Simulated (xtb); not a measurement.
Te(Br)(Et) (C2H5BrTe), SMILES CC[Te]Br. All values are semi-empirical tight-binding results from xtb (GFN2-xTB unless named), good for trends rather than for accurate numbers. Geometry: GFN2-xTB. The values are those of a single conformer.

Optimised geometry:

```xyz
9

Te    -0.3944    -0.1651     0.8600
Br     1.2020     0.9659    -0.6588
C     -0.8970    -1.7133    -0.5748
C     -1.5698    -1.1876    -1.8232
H     -1.5554    -2.3783    -0.0222
H      0.0110    -2.2589    -0.8221
H     -0.9106    -0.5096    -2.3631
H     -2.4893    -0.6574    -1.5803
H     -1.8177    -2.0147    -2.4874
```
Charge 0, spin multiplicity 1.

| Quantity | Result |
|---|---|
| orbital gap | 3.09 eV |
| zero-point energy | 41.0 kcal/mol |
| G − E(el) at 298.15 K (modified RRHO) | 20.3 kcal/mol |
| static polarisability (D4 model) | 85.5 bohr³ |
| solvation energy, GFN2-xTB/ALPB(water) | -1.5 kcal/mol |
| solvation energy, GFN2-xTB/ALPB(chcl3) | -5.7 kcal/mol |

Problem. Give the atomic charges and the Wiberg bond orders between heavy atoms. (The exact figures need the calculation; the answer reports its results.)

Solution. charges (e) Te1 0.11, Br2 -0.13, C3 -0.06, C4 -0.10, H5 0.02, H6 0.03, H7 0.05, H8 0.03, H9 0.04. Bond orders Te1–Br2 1.23, Te1–C3 0.95, C3–C4 1.04.
